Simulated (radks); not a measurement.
The rhodium ion Rh2+ inside a hard spherical wall (all orbitals vanish at R), configuration held at [Kr] 4d7 and not refilled when levels cross. All-electron calculation, scalar-relativistic Kohn-Sham, LDA (Slater exchange, VWN5 correlation), spin-unpolarised, spherical densities, finite nucleus; Fermi nuclear charge, rms radius 4.4945 fm. Program: a radial shooting solver on a logarithmic mesh with Libxc functionals. Eigenvalues in eV, with the zero of energy where the potential of the charges vanishes at infinity; a dash marks a level that is unbound or too diffuse for the functional's potential to be trusted. A positive occupied level is held by the wall or, in an anion where self-interaction has pushed it up, behind a barrier. The pressure on the wall is -dE/dV.

| R (bohr) | E (hartree) | kinetic (hartree) | e(3d) | e(4s) | e(4p) | e(4d) | e(5s, empty) | e(5p, empty) | pressure (GPa) |
|---|---|---|---|---|---|---|---|---|---|
| free | -4778.42275 | 4947.278 | -322.22 | -103.54 | -71.392 | -25.994 | -19.999 | -13.923 | 0 |
| 20 | -4778.42275 | 4947.278 | -322.22 | -103.54 | -71.392 | -25.994 | -19.999 | -13.923 | < 0.0001 |
| 12 | -4778.42275 | 4947.278 | -322.22 | -103.54 | -71.392 | -25.994 | -19.999 | -13.923 | < 0.0001 |
| 8 | -4778.42274 | 4947.278 | -322.22 | -103.54 | -71.392 | -25.994 | -19.996 | -13.897 | 0.000372 |
| 7 | -4778.42270 | 4947.278 | -322.21 | -103.54 | -71.389 | -25.991 | -19.980 | -13.814 | 0.00539 |
| 6 | -4778.42224 | 4947.284 | -322.19 | -103.52 | -71.365 | -25.969 | -19.880 | -13.489 | 0.0770 |
| 5 | -4778.41766 | 4947.329 | -321.99 | -103.34 | -71.200 | -25.812 | -19.326 | -12.280 | 1.08 |
| 3 | -4777.97201 | 4949.924 | -314.89 | -97.691 | -65.789 | -19.853 | -2.488 | 10.955 | 272 |
| 2.5 | -4776.92094 | 4955.162 | -305.21 | -90.673 | -58.797 | -11.298 | 21.577 | 39.841 | 1420 |
| 2 | -4772.71494 | 4973.893 | -280.50 | -73.016 | -40.015 | 12.061 | 87.239 | 112.94 | 9480 |
| 1.5 | -4752.38770 | 5048.463 | -214.45 | -15.007 | 23.978 | 87.464 | 294.09 | 328.83 | 88100 |
